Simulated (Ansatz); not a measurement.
Species: CH4OSi, SMILES `C1O[SiH2]1` (charge 0, multiplicity 1).

Q: Give a relaxed geometry from B3LYP-D3(BJ)/def2-TZVP in Ansatz (a quantum-chemistry and plane-wave program).

A: the end point of this relaxation (outside a Z-matrix the atoms follow the SMILES, hydrogens last).
Bonded distances (Å): C1–O2 1.493, C1–Si3 1.809, C1–H4 1.086, C1–H5 1.086, O2–Si3 1.664, Si3–H6 1.474, Si3–H7 1.474. Bond angles (°): O2–C1–Si3 59.6, O2–C1–H4 112.5, O2–C1–H5 112.5, Si3–C1–H4 122.0, Si3–C1–H5 122.0, H4–C1–H5 113.7, C1–O2–Si3 69.7, C1–Si3–O2 50.7, C1–Si3–H6 122.0, C1–Si3–H7 122.0, O2–Si3–H6 117.2, O2–Si3–H7 117.2, H6–Si3–H7 112.9.
